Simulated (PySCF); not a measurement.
## Ionisation energy of Mg²⁺ by level of theory

Mg²⁺ [Ne] (1S) → Mg³⁺ [He] 2s2 2p5 (2P), as a difference of total energies. Computed with PySCF 2.14 in def2-SVP (4s3p1d, 18 functions), with the non-relativistic Hamiltonian (point nucleus). Correlated levels: valence: [He] 2s2 frozen. The calculations carry no spin-orbit coupling.

```
           method  ionisation energy (eV)
              UHF                  80.923
           r2SCAN                  82.566
              PBE                  82.403
    MP2 (valence)                  81.003
SCS-MP2 (valence)                  80.998
   CCSD (valence)                  81.002
CCSD(T) (valence)                  81.004
```

**Question.** How much does correlation contribute at CCSD(T) (valence)?

**Answer.** 81.004 − (80.923) = 0.081 eV, measured against UHF.

Errors of the correlated levels include the incompleteness of this basis and the frozen core.

For comparison: 80.144 eV (measured; NIST Atomic Spectra Database, ionization energies).
